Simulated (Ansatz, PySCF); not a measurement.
AlH2O2, SMILES [OH][Al][OH], multiplicity 2. Atoms are numbered in the order given.

```xyz
5

Al     0.0000     0.0000     0.5132
O      0.0000    -1.5066    -0.2715
H      0.0000    -1.6419    -1.2188
O      0.0000     1.5066    -0.2715
H      0.0000     1.6419    -1.2188
```
Charge 0, spin multiplicity 2.

Geometry optimised at PBE0-D3(BJ)/def2-TZVP. The spin state was assumed, not searched. The isomer is the one that the SMILES or the coordinates give; other isomers of the formula were not compared. The values are those of a single conformer.

Two levels are set side by side: PBE-D3(BJ)/def2-TZVP (Ansatz, a program for electronic structure) and PBE0-D3(BJ)/def2-TZVP (Ansatz). Each level has its own optimised geometry; the coordinates shown are those of the second. Frequencies come from the Hessian of PySCF at each geometry. Differences are taken from unrounded values.

| quantity | PBE0-D3(BJ) |
|---|---|
| mean bond length (Å) | 1.328 |
| bond Al1–O2 (Å) | 1.699 |
| bond Al1–O4 (Å) | 1.699 |
| bond O2–H3 (Å) | 0.957 |
| bond O4–H5 (Å) | 0.957 |
| highest harmonic wavenumber (cm⁻¹) | 3935 |
| mean harmonic wavenumber (cm⁻¹) | 1263 |
| zero-point energy (kcal/mol) | 16.25 |

What does PBE-D3(BJ) give, and how far is it from PBE0-D3(BJ)? (Estimate from the structure and the level; the computed values follow.)


```
quantity                            PBE-D3(BJ)  PBE-D3(BJ) minus PBE0-D3(BJ)
----------------------------------  ----------  ----------------------------
mean bond length (Å)                     1.344                         0.017
bond Al1–O2 (Å)                          1.719                         0.021
bond Al1–O4 (Å)                          1.719                         0.021
bond O2–H3 (Å)                           0.969                         0.012
bond O4–H5 (Å)                           0.969                         0.012
highest harmonic wavenumber (cm⁻¹)        3757                          -178
mean harmonic wavenumber (cm⁻¹)           1209                           -54
zero-point energy (kcal/mol)             15.56                         -0.70
```

GGA bonds tend to be longer and softer than those of functionals with exact exchange. Differences between two approximate levels are no errors against the true value.
